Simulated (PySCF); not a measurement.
**C9H7OP: full NMR table**

```
Formula                               : C9H7OP
SMILES                                : C#Cc1cccpc1C(C)=O
Point group of the computed structure : C1
Carbon signals                        : 9
Proton signals                        : 5
```

Bonds (- single, = double, # triple, : aromatic): C1#C2, C2-C3, C3:C4, C4:C5, C5:C6, C6:P7, P7:C8, C8-C9, C9-C10, C9=O11, C8:C3. C1 carries H12; C4 carries H13; C5 carries H14; C6 carries H15; C10 carries H16, H17, H18.

PySCF 2.14.0 with density-fitted response routines calculation with GIAO PBE0/pcSseg-1 shieldings and coordinates at the GFN2-xTB level; one conformer, no solvent, rapidly exchanging positions averaged, non-relativistic.

Shifts are taken against calculated references (same method and geometry level): 1H (σ = 31.72 ppm), 13C (σ = 186.93 ppm) against TMS; 31P (σ = 318.38 ppm) against H3PO4; 17O (σ = 336.08 ppm) vs H2O.

| carbon | δC, type | δH (multiplicity) | HMBC from (2–3 bonds) | span of the C tensor (ppm) |
| --- | --- | --- | --- | --- |
| C1 | 99.5, CH | 3.51 (s) | – | 146 |
| C2 | 89.2, C | – | H13, H12 | 312 |
| C3 | 134.2, C | – | H13, H14, H12 | 221 |
| C4 | 144.3, CH | 8.16 (m) | H15, H14 | 220 |
| C5 | 139.9, CH | 8.14 (m) | H15, H13 | 247 |
| C6 | 162.6, CH | 9.14 (m) | H13, H14 | 318 |
| C8 | 175.7, C | – | H15, H13, H16/H17/H18 | 291 |
| C9 | 200.5, C | – | H16/H17/H18 | 201 |
| C10 | 32.8, CH3 | 2.89 (s) | – | 47 |

Other nuclei:
| atoms | nucleus | environment | δ (ppm) | σ (ppm) |
| --- | --- | --- | --- | --- |
| P7 | 31P | phosphorus bonded to 2 C, in a 6-membered ring | 252.0 | 66.4 |
| O11 | 17O | ketone oxygen | 676.3 | -340.2 |

- δC 200.5: ketone carbonyl carbon; the double bond to the heteroatom, with no lone-pair donor beside it, deshields it most.
- δC 162.6, 144.3, 139.9: aromatic CH.
- δC 99.5: terminal alkyne carbon; the triple bond shields along its axis, which puts it between sp3 and sp2 carbons.
- δC 89.2: alkyne carbon; the triple bond shields along its axis, which puts it between sp3 and sp2 carbons.
- δH 9.14, 8.16, 8.14: hydrogen on an aromatic CH; aromatic region.

Splittings by 31P in the carbon and heteronuclear signals aren't shown, as no couplings were computed. Shifts are as computed. Against solution values, carbons near 30 ppm lie about +3 ppm off and those near 130 ppm about +5 ppm. Of 1211 compounds with measured shifts, 218 miss one by over three times the rms of a fit or turn the order of signals round; such compounds aren't used in these exercises. Unscaled 17O shifts of doubly bonded oxygen tend to come out too high, by tens of ppm or more. Experimental scales use liquid or dissolved standards, which lie at an offset from isolated H2O (liquid H2O: subtract about 36 ppm) and H3PO4. Multiplicities follow the n + 1 count of equivalent neighbours, as no J values were calculated; m marks all less simple cases, F and P coupling included.
